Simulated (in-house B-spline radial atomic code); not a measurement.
Successive ionisation energies of rhenium; each step leads to the configuration of the next row (after the last: [Kr] 4d10 4f14 5s2 5p4). NIST's values go from ground level to ground level; the uncertainty of those that are theory runs from under 0.1 % in few-electron ions to several per cent in heavy many-electron ones. Computed with a radial B-spline atomic code at the basis-set limit: non-relativistic Hartree-Fock, average of the configuration, point nuclei.

This level leaves out relativity, spin-orbit splitting included, which matters for heavy ions.

| ion | configuration | ionisation energy (eV) | tabulated value (eV) | tabulated kind | computed minus tabulated (eV) | highest orbital | largest mean radius (bohr) |
| --- | --- | --- | --- | --- | --- | --- | --- |
| Re | [Xe] 4f14 5d5 6s2 | 6.13 | 7.83352 | measured | -1.71 | 6s | 3.6942 |
| Re+ | [Xe] 4f14 5d5 6s1 | ? | ? | semi-empirical | ? | ? | ? |
| Re2+ | [Xe] 4f14 5d5 | 26.57 | 27 | tabulated theory | -0.43 | 5d | 1.7325 |
| Re3+ | [Xe] 4f14 5d4 | 39.22 | 39.1 | tabulated theory | 0.12 | 5d | 1.6447 |
| Re4+ | [Xe] 4f14 5d3 | 52.81 | 51.9 | tabulated theory | 0.91 | 5d | 1.5748 |
| Re5+ | [Xe] 4f14 5d2 | ? | ? | tabulated theory | ? | ? | ? |
| Re6+ | [Xe] 4f14 5d1 | 82.38 | 82.71 | semi-empirical | -0.33 | 5d | 1.467 |
| Re7+ | [Xe] 4f14 | 142.66 | 144.4 | semi-empirical | -1.74 | 5p | 1.1865 |
| Re8+ | [Kr] 4d10 4f14 5s2 5p5 | 161.32 | 165 | tabulated theory | -3.68 | 5p | 1.1669 |

(1) Fill in the row of Re+.

(2) Fill in the row of Re5+.

(3) Where is the largest jump?

(4) How far is this level of theory from the measured and semi-empirical values?

Answers

(1) ionisation energy (eV): 12.94; tabulated value (eV): 16.6; computed minus tabulated (eV): -3.66; highest orbital: 6s; largest mean radius (bohr): 3.3402.

(2) ionisation energy (eV): 67.23; tabulated value (eV): 67; computed minus tabulated (eV): 0.23; highest orbital: 5d; largest mean radius (bohr): 1.5167.

(3) From Re to Re+, by a factor of 2.11 (6.1276 to 12.941 eV); the highest orbital goes from 6s to 6s.

(4) Over those 4 rows the differences run from -3.66 to -0.332 eV (mean absolute value 1.9 eV). The calculation leaves out relativity, correlation and, in open shells, the multiplet splittings that an average leaves out.
